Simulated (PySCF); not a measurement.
Si(F)2(Me)(NH2) (CH5F2NSi), SMILES C[Si](F)(F)N.

Coordinates come from a PBE-D3(BJ)/def2-SVP optimisation. This is a generated structure with no PubChem entry under its InChIKey; it may be hypothetical. One conformer was computed; it need not be the lowest.

These are PBE-D3(BJ)/def2-SVP run with PySCF values and carry that method's errors.

Frequencies are harmonic and unscaled.

```tsv
mode	ν (cm⁻¹)	IR (km/mol)	moving atoms (share of kinetic energy)
1	110	1.0	H 96 %
2	140	12.1	H 67 %, F 20 %
3	192	5.9	F 42 %, H 26 %, C 20 %, N 10 %
4	236	3.6	H 44 %, C 16 %, F 16 %, N 15 %, Si 8 %
5	286	32.1	H 38 %, F 33 %, Si 17 %, N 10 %
6	326	35.7	F 38 %, Si 20 %, H 20 %, C 13 %, N 8 %
7	332	10.0	F 56 %, H 18 %, Si 13 %, N 13 %
8	379	165.6	H 55 %, N 36 %
9	657	1.8	C 40 %, H 23 %, F 22 %, N 10 %
10	717	8.9	H 68 %, N 16 %, C 11 %
11	755	2.3	H 66 %, C 20 %, F 13 %
12	781	3.5	H 53 %, F 23 %, C 12 %
13	864	175.1	Si 41 %, H 22 %, N 16 %, F 15 %
14	924	190.0	Si 49 %, F 31 %, H 9 %, N 9 %
15	942	196.4	Si 48 %, F 20 %, N 15 %, H 14 %
16	1233	46.4	H 76 %, C 23 %
17	1380	4.7	H 96 %
18	1381	3.2	H 96 %
19	1488	59.5	H 89 %, N 11 %
20	2987	0.2	H 97 %
21	3083	1.6	H 91 %, C 9 %
22	3096	0.8	H 91 %, C 9 %
23	3504	30.6	H 96 %
24	3601	33.7	H 91 %, N 9 %
```
